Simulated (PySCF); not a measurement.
An equivalent PySCF input for S³⁺ (sulfur, charge +3), [Ne] 3s2 3p1, 2P determinant, with the spin-free X2C one-electron Hamiltonian (Gaussian nucleus):

```python
from pyscf import gto, scf, dft, mp, cc
import basis_set_exchange as bse
mol = gto.M(atom="S 0 0 0", charge=3, spin=1, symmetry="D2h",
            basis=gto.basis.parse(bse.get_basis("cc-pVDZ-DK", elements=["S"], fmt="nwchem", header=False)),
            nucmod="G")
mf = dft.UKS(mol, xc="M062X").sfx2c1e()
mf.irrep_nelec = {'Ag': (3, 3), 'B1u': (1, 1), 'B2u': (2, 1), 'B3u': (1, 1)}
mf.kernel()
```

It reaches the same state as the run whose output follows, with an energy that differs only through the grid. The run itself started from symmetry-adapted Hartree-Fock orbitals and held the occupation by maximum overlap, on a logarithmic radial grid, so the iterations belong to that start.

```
SCF conv_tol = 1e-09
number electrons alpha = 7  beta = 6
XC functionals = M062X
    Y. Zhao and D. G. Truhlar.,  Theor. Chem. Acc. 120, 215 (2008)
    Y. Zhao and D. G. Truhlar.,  Theor. Chem. Acc. 120, 215 (2008)
cycle= 1 E= -396.676635227272  delta_E= -0.00183  |g|= 0.00831  |ddm|= 0.218
cycle= 2 E= -396.676693569083  delta_E= -5.83e-05  |g|= 0.00198  |ddm|= 0.019
cycle= 3 E= -396.676697112404  delta_E= -3.54e-06  |g|= 5.94e-05  |ddm|= 0.00512
cycle= 4 E= -396.676697114599  delta_E= -2.2e-09  |g|= 5.76e-06  |ddm|= 0.000212
cycle= 5 E= -396.676697114623  delta_E= -2.36e-11  |g|= 3.26e-07  |ddm|= 3.5e-05
converged SCF energy = -396.676697114623  <S^2> = 0.75200086  2S+1 = 2.0019999
```
